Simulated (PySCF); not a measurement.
Geometry (Å), atoms numbered from 1 in this order:
```xyz
23

C    -2.4751    0.7108   -0.1627
C    -1.4695   -0.3561   -0.5651
C    -0.0061    0.0884   -0.5576
C     0.8969   -0.9563   -1.2217
B     2.4326   -0.8144   -0.9712
C     2.9412    0.0151    0.2527
C     1.9241    0.9959    0.8353
C     0.5059    0.4317    0.8436
H    -2.4023    1.5932   -0.8193
H    -2.3233    1.0567    0.8713
H    -3.5070    0.3336   -0.2297
H    -1.5722   -1.2375    0.0951
H    -1.7134   -0.7180   -1.5793
H     0.0604    1.0163   -1.1597
H     0.6486   -1.1003   -2.2875
H     0.6924   -1.9560   -0.7701
H     3.2184   -1.4527   -1.6430
H     3.1567   -0.7932    0.9888
H     3.9271    0.4764    0.0758
H     1.9280    1.9212    0.2317
H     2.2108    1.3038    1.8545
H    -0.1705    1.1565    1.3236
H     0.4714   -0.4805    1.4701
```

Geometry: PBE0-D3(BJ)/def2-SVP; GIAO absolute shieldings from PySCF 2.14, gas phase, non-relativistic, averaged over equivalent atoms.

At PBE0/pcSseg-1 (211 basis functions, 83 s wall time on 1 thread of an Intel Xeon, shared host):
| atoms | σ (ppm) |
| --- | --- |
| C4 | 144.5 |
| C3 | 146.2 |
| C2 | 148.6 |
| C8 | 151.2 |
| C6 | 153.7 |
| C7 | 158.8 |
| C1 | 170.7 |
| B5 | 13.5 |
| H17 | 23.67 |
| H15 | 29.21 |
| H19 | 29.21 |
| H22 | 29.35 |
| H21 | 29.43 |
| H20 | 29.91 |
| H13 | 29.93 |
| H14 | 30.23 |
| H9/H10/H11 | 30.26 |
| H12 | 30.39 |
| H18 | 30.53 |
| H23 | 30.68 |
| H16 | 30.82 |

Problem. Predict the values at wB97X-D/pcSseg-1 on the same geometry.

Solution. 
```
     atoms  σ at wB97X-D/pcSseg-1  change
        C4                  146.7    +2.2
        C3                  147.1    +0.9
        C2                  149.4    +0.8
        C8                  151.8    +0.6
        C6                  156.0    +2.3
        C7                  159.6    +0.8
        C1                  170.5    -0.2
        B5                   18.4    +4.9
       H17                  24.04   +0.37
       H15                  29.45   +0.24
       H19                  29.45   +0.24
       H22                  29.53   +0.18
       H21                  29.61   +0.18
       H20                  30.10   +0.19
       H13                  30.08   +0.15
       H14                  30.42   +0.19
H9/H10/H11                  30.37   +0.11
       H12                  30.52   +0.13
       H18                  30.73   +0.20
       H23                  30.83   +0.15
       H16                  31.01   +0.19
```

The largest change is at B5 (boron bonded to 2 C, H, in a 6-membered ring). Cost: 211 basis functions, 66 s wall time on 1 thread of an Intel Xeon, shared host. The order of the carbon signals is the same at both levels.

A carbon bonded to boron is broadened by the quadrupolar boron nucleus and is often missing from a measured spectrum.
